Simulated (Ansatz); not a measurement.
Mulliken charges of GaH4OSb, SMILES `[GaH2][O][SbH2]` from ωB97M-V/def2-TZVPP in Ansatz (PBE0-D4/def2-TZVP geometry).

```json
{"atom": "Ga1", "x (Å)": "-1.143", "y (Å)": "0.318", "z (Å)": "-0.884", "charge (e)": "0.323"}
{"atom": "O2", "x (Å)": "0.546", "y (Å)": "0.767", "z (Å)": "-0.518", "charge (e)": "-0.618"}
{"atom": "Sb3", "x (Å)": "1.878", "y (Å)": "-0.087", "z (Å)": "0.629", "charge (e)": "0.534"}
{"atom": "H4", "x (Å)": "-1.668", "y (Å)": "-1.013", "z (Å)": "-0.251", "charge (e)": "-0.029"}
{"atom": "H5", "x (Å)": "-1.886", "y (Å)": "1.322", "z (Å)": "-1.818", "charge (e)": "-0.018"}
{"atom": "H6", "x (Å)": "1.144", "y (Å)": "0.331", "z (Å)": "2.130", "charge (e)": "-0.095"}
{"atom": "H7", "x (Å)": "1.129", "y (Å)": "-1.639", "z (Å)": "0.712", "charge (e)": "-0.097"}
```

**Question.** By hand: the dipole of these point charges (1 e Å = 4.8032 D).

**Answer.** Σ q r = (0.160, -0.285, 0.139) e Å, of length 0.355 e Å = 1.71 D.

**Question.** How does the dipole of the full density compare? (An estimate is asked.)

**Answer.** The calculation gave: (-0.010, -0.144, 0.062) e Å, 0.75 D; the point charges give 2.28 times that, at 31° from its direction.

Point charges leave out the atoms' own dipoles, such as those of lone pairs, and Mulliken's split depends on the basis, so the two needn't agree.
